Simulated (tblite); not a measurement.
C4H7O, doublet, at a GFN2-xTB geometry; GFN1-xTB in tblite.

Here is a job for tblite.
```
$ tblite run mol.xyz --method gfn1 --charge 0 --spin 1 --grad --json tblite.json --no-restart

# file mol.xyz
12

C     -1.98606156     0.38777513    -0.02319402
C     -0.63409118     0.43769205     0.54985105
C      0.48260492    -0.15837745    -0.10825148
C      1.81371040    -0.02607270     0.60358398
O      0.37954257    -0.74434792    -1.18547737
H     -1.96593829    -0.14902495    -0.96898695
H     -2.37617628     1.39690193    -0.18006052
H     -2.67898810    -0.10345583     0.66504900
H     -0.48396581     0.93925237     1.49408330
H      1.75744172    -0.48877297     1.58687357
H      2.59133250    -0.51130391     0.02076336
H      2.06297815     1.02508457     0.73416001
```

It wrote (shortened):

```
xTB calculator
 | screened Coulomb repulsion
 | Coulomb electrostatics
 |  * isotropic Klopman-Ohno-Mataga-Nishimoto electrostatics
 |  * onsite third-order electrostatics
 | DFT-D3(BJ) dispersion correction

halogen bonding energy    0.0000000000000E+00 Eh
repulsion energy          2.0880143145322E-01 Eh
dispersion energy        -3.5013554535732E-03 Eh
number of electrons       2.9000000000000E+01 e
integral cutoff           1.9731147476801E+01 bohr

------------------------------------------------------------
  cycle        total energy    energy error   density error
------------------------------------------------------------
      1     -16.66920230542  -1.6874502E+01   6.1336853E-01
      2     -16.86302170505  -1.9381940E-01   3.4741631E-01
      3     -16.86467398571  -1.6522807E-03   1.2480207E-01
      4     -16.86496337173  -2.8938603E-04   8.3841841E-03
      5     -16.86505993372  -9.6561985E-05   2.6040027E-03
      6     -16.86507191693  -1.1983215E-05   1.3568168E-03
      7     -16.86507518060  -3.2636681E-06   5.1606740E-04
      8     -16.86507580737  -6.2677009E-07   1.9830683E-04
      9     -16.86507591986  -1.1248968E-07   1.5190050E-05
------------------------------------------------------------

electronic energy        -1.7070375995859E+01 Eh
total energy             -1.6865075919859E+01 Eh

Post processing:
 | Mayer-Wiberg bond orders

[Info] Tight-binding results written to 'tblite.txt'
[Info] JSON dump of results written to 'tblite.json'
```
